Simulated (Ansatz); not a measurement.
`C[O][SnH2][Se]C` + PH₃ → `C[Se]P` + `C[O][SnH3]`  (ligand exchange at the Se–Sn bond)

Gas-phase electronic energies from Ansatz, PBE0-D4/def2-TZVP geometries. CCSD(T)/CBS is the MP2 limit (def2-TZVPP, def2-QZVPP) plus CCSD(T) − MP2 in def2-TZVPP, frozen cores. This one scheme is used for every species. DFT in def2-TZVPP. B3LYP here is the variant with VWN-RPA as its local correlation; programs differ in this. def2 core potentials past Kr. For Se, Sn outer-core shells are correlated without core-valence functions, which leaves a few kJ/mol of doubt a bond. Scalar relativity is left out up to krypton. One conformer a species, not always the lowest.

```tsv
level	ΔE (kcal/mol)	difference from CCSD(T)/CBS
r2SCAN-D4	15.1	-1.9
ωB97X-V	14.9	-2.1
PBE	13.8	-3.2
B3LYP	14.2	-2.8
HF/def2-TZVPP	14.7	-2.3
SCS-MP2/def2-TZVPP	15.6	-1.4
CCSD(T)/def2-TZVPP	15.7	-1.3
HF/CBS(def2)	14.7	-2.3
MP2/CBS(def2)	17.6	0.6
CCSD/CBS(def2)	16.8	-0.2
CCSD(T)/CBS	17.0	0
```

Largest T1 diagnostic among the species: 0.013.

In def2-TZVPP, CCSD(T) changes the Hartree–Fock value by +0.9 kcal/mol (the triples alone add +0.2 kcal/mol) and MP2 by +1.5 kcal/mol. The D4 term adds +1.2 kcal/mol with B3LYP and +0.8 kcal/mol with PBE0; it sums over pairs of atoms, weighted by their polarisabilities, and B3LYP, whose exchange is more repulsive, gets the larger term.
